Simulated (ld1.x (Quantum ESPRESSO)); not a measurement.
# Which change was made? (Sn, PAW)

Sn, PAW, made with ld1.x (Quantum ESPRESSO) 7.5 (LDA (PZ), scalar-relativistic). Core [Kr], reference 4d10 5s2 5p1 (charge +1). Waves: 5s (bound): rcut 1.50, rcutus 2.05 bohr; 5s channel at 1 Ry: rcut 1.50, rcutus 2.05 bohr; 5p (bound): rcut 1.95, rcutus 2.45 bohr; 5p channel at -0.35 Ry: rcut 1.95, rcutus 2.45 bohr; 4d (bound): rcut 1.70, rcutus 1.80 bohr; 4d channel at 1.35 Ry: rcut 1.70, rcutus 1.80 bohr. Local part: all-electron potential smoothed inside 1.55 bohr (lloc = -2). Core correction: Bessel-smoothed model core inside 1.75 bohr. Augmentation charge: BESSEL, radius 1.45 bohr.

Cutoffs, loose and tight: the cutoffs (Ry, on a coarse ladder) from which the occupation-weighted sum of valence levels, in a spherical-Bessel basis at the reference potential, stays within 10 and 1 mRy of its value at 400 Ry. They do not see the model core or the augmentation charge, which bear on the density cutoff. Test errors are all-electron minus pseudo excitation energies from the reference, over the configurations 4d10 5s2 5p2; 4d10 5s2 5p0; 4d10 5s1 5p0; 4d9 5s2 5p3; 4d10 5s2 5p1.5; 4d10 5s0 5p4; 4d10 5s1 5p2 (two spin-polarised tests are not counted in the largest error); variants that change the core or the reference have their own tests.

The base gives: outcome: generated; cutoff, loose: 35 Ry; cutoff, tight: 60 Ry; bound ghosts: none; largest test error (meV): -69.

(1) After one change the result is: outcome: generated; cutoff, loose: 35 Ry; cutoff, tight: 60 Ry; bound ghosts: none; largest test error (meV): +51. Which change was it?
A. waves 5s (bound): rcut 1.50, rcutus 2.60 bohr; 5s channel at 1 Ry: rcut 1.50, rcutus 2.60 bohr
B. type TM; waves now 5s (bound): rc 2.05 bohr; 4d (bound): rc 1.80 bohr; 5p (bound): rc 2.45 bohr; local potential the p channel
C. augmentation GAUSS, radius 1.10 bohr

## Answers

(1) A. The others give: augmentation GAUSS, radius 1.10 bohr → outcome: generated; cutoff, loose: 35 Ry; cutoff, tight: 60 Ry; bound ghosts: none; largest test error (meV): -31 | type TM; waves now 5s (bound): rc 2.05 bohr; 4d (bound): rc 1.80 bohr; 5p (bound): rc 2.45 bohr; local potential the p channel → outcome: generated; cutoff, loose: 70 Ry; cutoff, tight: 120 Ry; bound ghosts: none; largest test error (meV): -360.
